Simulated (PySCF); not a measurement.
C5H10GeOSi, SMILES [CH2]([SiH2]c1ccco1)[GeH3] (GFN2-xTB optimised geometry):

```
18

Ge    -2.272     0.958     0.067
C     -1.890    -0.873     0.704
Si    -0.333    -1.667    -0.030
C      0.984    -0.335     0.000
C      2.352    -0.335     0.000
C      2.763     1.018     0.000
C      1.616     1.752    -0.001
O      0.547     0.947    -0.002
H     -1.705     2.029     0.940
H     -3.767     1.166     0.103
H     -1.862     1.202    -1.349
H     -1.814    -0.841     1.791
H     -2.752    -1.498     0.475
H      0.125    -2.809     0.771
H     -0.572    -2.089    -1.417
H      2.983    -1.200     0.003
H      3.767     1.391     0.002
H      1.439     2.809    -0.001
```

Method: PBE0/def2-SVP (PySCF).

Problem. What are the frontier orbital energies and the dipole moment?

Solution. HOMO-2 -8.35 eV, HOMO-1 -8.23 eV, HOMO -6.71 eV, LUMO -0.12 eV, LUMO+1 0.93 eV; dipole moment 1.22 D.

Meta-Löwdin charges at PBE0/def2-SVP: Ge1 0.37, C2 -0.61, Si3 0.62, C4 -0.08, C5 -0.15, C6 -0.17, C7 0.05, O8 -0.22, H9 -0.07, H10 -0.09, H11 -0.07, H12 0.13, H13 0.13, H14 -0.10, H15 -0.10, H16 0.12, H17 0.12, H18 0.13.
